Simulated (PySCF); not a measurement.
Input for PySCF:
```python
from pyscf import gto, scf, dft

mol = gto.M(
    atom='''
Si   -0.02533964   -0.00465700    1.31997514
Br    1.11399650   -1.69753432   -0.24869921
Br   -1.10386065    1.69939712   -0.27929084
''',
    basis='def2-svpd',
    charge=-1,
    spin=1,
    verbose=4,
)

mf = dft.UKS(mol)
mf.xc = 'bhandhlyp'
mf.grids.atom_grid = (99, 590)
mf.grids.prune = None
mf.kernel()
```

Q: What nuclear repulsion energy does PySCF with BHANDHLYP/def2-SVPD give?

A: 361.2712 Eh

Q: What is the computed Mulliken (on the basis functions themselves) charges in atom order (BHANDHLYP/def2-SVPD)?

A: Si1 0.19, Br2 -0.60, Br3 -0.60

Q: Estimate the total energy that BHANDHLYP/def2-SVPD returns for this input.

A: -5437.190844 Ha

Q: What is the computed <S^2> (BHANDHLYP/def2-SVPD)?

A: 0.759

These values belong to the state on which the SCF converged, which isn't shown to be the lowest.
